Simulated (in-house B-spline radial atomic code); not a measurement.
**Ir VI (Ir5+): [Xe] 4f14 5d4**

Level of theory: Dirac-Kohn-Sham relativistic LDA, spherical fractional occupations, Fermi nucleus of rms radius 5.4032 fm; calculated with an all-electron radial atomic-structure program (B-spline basis).

Effective charges: Z_r = [3n² - l(l+1)]/(2<r>) from the radius, Z_e = n√(-2ε) from the energy, and Slater's rules. Values are occupation-weighted means over j. An effective charge above Z reflects the relativistic contraction of the inner shells.

```tsv
shell	electrons	ε (eV)	<r> (bohr)	Z_r	Z_e	Slater
1s	2	-75510	0.01752	85.60	74.50	76.70
2s	2	-13270	0.07326	81.90	62.46	72.85
2p	6	-11658	0.0659	75.87	58.54	72.85
3s	2	-3154.3	0.1906	70.83	45.68	65.75
3p	6	-2674.3	0.1908	65.53	42.06	65.75
3d	10	-2097.6	0.1735	60.51	37.25	55.85
4s	2	-722.52	0.4245	56.53	29.15	49.25
4p	6	-562.86	0.4502	51.09	25.73	49.25
4d	10	-354.09	0.4791	43.83	20.41	37.85
5s	2	-160.45	0.9701	38.66	17.17	19.35
4f	14	-126.74	0.5333	33.75	12.21	26.45
5p	6	-117.52	1.103	33.08	14.69	19.35
5d	4	-65.234	1.43	24.13	10.95	7.95
```

The least bound orbital is 5d5/2 at -64.54 eV, and it is also the most diffuse (<r> = 1.443 bohr).

Spin-orbit splittings of the orbital energies (j = l + 1/2 above j = l - 1/2 when positive): 2p 1606 eV, 3p 352 eV, 3d 76.54 eV, 4p 83.55 eV, 4d 15.6 eV, 4f 3.135 eV, 5p 14.28 eV, 5d 1.738 eV.

For the 1s electron the small component carries 8.43 % of the norm, the zero-frequency Breit interaction raises the level by 275 eV, self-energy by 174.3 eV, and vacuum polarisation lowers it by 34.45 eV.
